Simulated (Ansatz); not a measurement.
Program: Ansatz. Geometries: PBE0-D4/def2-TZVP. ΔE: electronic, gas phase. CCSD(T)/CBS is the MP2 limit (def2-TZVPP, def2-QZVPP) plus CCSD(T) − MP2 in def2-TZVPP, frozen cores. Functionals use def2-TZVPP. B3LYP here is the variant with VWN-RPA as its local correlation; programs differ in this. For As, Se outer-core shells are correlated without core-valence functions, which leaves a few kJ/mol of doubt a bond. Scalar relativity is left out up to krypton. One conformer a species, not always the lowest.

`NC([SiH3])[SeH]` + `C1[SiH2][AsH]1` → `[SiH3][As]1C[SiH2]1` + `NC[SeH]`  (ligand exchange at the Si–C bond)

| level | ΔE (kcal/mol) | difference from CCSD(T)/CBS |
| --- | --- | --- |
| PBE-D4 | -13.1 | -0.4 |
| r2SCAN-D4 | -12.7 | 0.0 |
| ωB97X-V | -12.2 | 0.5 |
| ωB97M-V | -12.0 | 0.7 |
| B2PLYP | -12.3 | 0.4 |
| PBE | -13.0 | -0.3 |
| r2SCAN | -12.7 | 0.0 |
| B3LYP | -12.0 | 0.7 |
| HF/def2-TZVPP | -12.5 | 0.2 |
| MP2/def2-TZVPP | -13.2 | -0.5 |
| SCS-MP2/def2-TZVPP | -12.5 | 0.2 |
| CCSD(T)/def2-TZVPP | -12.3 | 0.4 |
| HF/def2-QZVPP | -12.4 | 0.3 |
| MP2/def2-QZVPP | -13.5 | -0.8 |
| HF/CBS(def2) | -12.4 | 0.3 |
| CCSD/CBS(def2) | -12.6 | 0.1 |
| CCSD(T)/CBS | -12.7 | 0 |

Largest T1 diagnostic among the species: 0.012.
